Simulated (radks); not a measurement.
Tc3+, 40 electrons, occupied as [Kr] 4d4.

Calculated with a radial shooting solver on a logarithmic mesh with Libxc functionals: non-relativistic Kohn-Sham, PBE, spin-unpolarised, spherical densities, point nucleus; relativity is left out, which matters for an element this heavy.

Energy parts (hartree):
total: -4204.37329
kinetic: 4202.49836
electron-nucleus: -9960.98794
Hartree: 1679.02948
exchange-correlation: -124.91318

Orbitals (lengths in bohr, moments of r in powers of bohr; <r^-3> diverges for s and p1/2; r(90%) holds 90 % of the orbital's charge):
orbital,occ.,eigenvalue (hartree),<r^-3>,<r^4>,r(90%)
1s,2,-747.8602,-,7.163e-06,0.0631
2s,2,-105.8118,-,0.001350,0.238
2p,6,-97.78080,2488,0.0009031,0.215
3s,2,-19.30470,-,0.06720,0.630
3p,6,-16.18559,415.2,0.06907,0.635
3d,10,-10.46058,62.22,0.06917,0.634
4s,2,-3.65694,-,2.588,1.56
4p,6,-2.73783,63.56,3.760,1.72
4d,4,-1.30791,5.877,12.43,2.33

The highest occupied level is 4d at -35.590 eV. The density falls to 0.001 e/bohr^3 at r = 3.25 bohr.
